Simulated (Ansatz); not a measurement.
cis-CoF2(H2O)4 (CoO4F2H8), relaxed as a quartet with UKS PBE-D4/def2-SVP in Ansatz, starting from the GFN2-xTB geometry. Force threshold 0.02 eV/Å.

Start:

```csv
atom,x (Å),y (Å),z (Å)
Co1,-0.201,0.088,-0.104
F2,-1.347,-1.018,-1.110
F3,-0.660,1.907,0.071
O4,1.407,0.706,1.398
O5,1.073,-1.810,-0.116
O6,0.731,0.716,-2.122
O7,-1.664,-0.299,1.639
H8,1.107,0.328,2.229
H9,1.123,1.628,1.389
H10,1.776,-1.613,-0.742
H11,0.402,-2.311,-0.595
H12,0.564,1.657,-1.995
H13,-0.003,0.382,-2.652
H14,-2.211,-0.922,1.147
H15,-2.098,0.559,1.561
```

| step | energy (eV) | largest force component (eV/Å) | SCF passes |
| --- | --- | --- | --- |
| 1 | -51346.8266 | 1.027 | 27 |
| 2 | -51347.1810 | 0.524 | 36 |
| 3 | -51347.3237 | 0.674 | 34 |
| 4 | -51347.4084 | 0.525 | 32 |
| 5 | -51347.5352 | 0.278 | 86 |
| 6 | -51347.5915 | 0.319 | 32 |
| 7 | -51347.6352 | 0.195 | 25 |
| 8 | -51347.6501 | 0.132 | 25 |
| 9 | -51347.6666 | 0.328 | 29 |
| 10 | -51347.6844 | 0.047 | 24 |
| 11 | -51347.6886 | 0.027 | 22 |
| 12 | -51347.6891 | 0.047 | 23 |
| 13 | -51347.6892 | 0.033 | 25 |
| 14 | -51347.6893 | 0.003 | 19 |

Force components are those of the run's own axes.

End:

Cartesian coordinates in Å:
```
Co 0.2790 -0.1241 0.1442
F -1.0692 -1.1378 -1.2139
F -0.5558 1.8608 0.3740
O 1.4547 0.9982 1.4631
O 0.9571 -2.0713 -0.2164
O 0.4513 0.8237 -1.7282
O -1.5550 -0.3326 1.1577
H 1.3029 0.7642 2.3986
H 0.7291 1.6848 1.2370
H 1.7038 -2.1020 -0.8444
H 0.1156 -2.0607 -0.8003
H -0.0249 1.5797 -1.2820
H -0.2866 0.2000 -1.9881
H -1.8730 -0.7352 0.3009
H -1.6289 0.6523 0.9979
```

By distances, no bond broke or formed. The bond that changes most is Co1–F2, from 1.88 to 2.17 Å (atoms count from 1). A close non-bonded pair moves further: F2–H13, from 2.48 to 1.73 Å.

No frequencies were taken in this run, so the end may be a saddle point.

It took 49 s on 4 threads of Arm Neoverse V2 on a shared host.
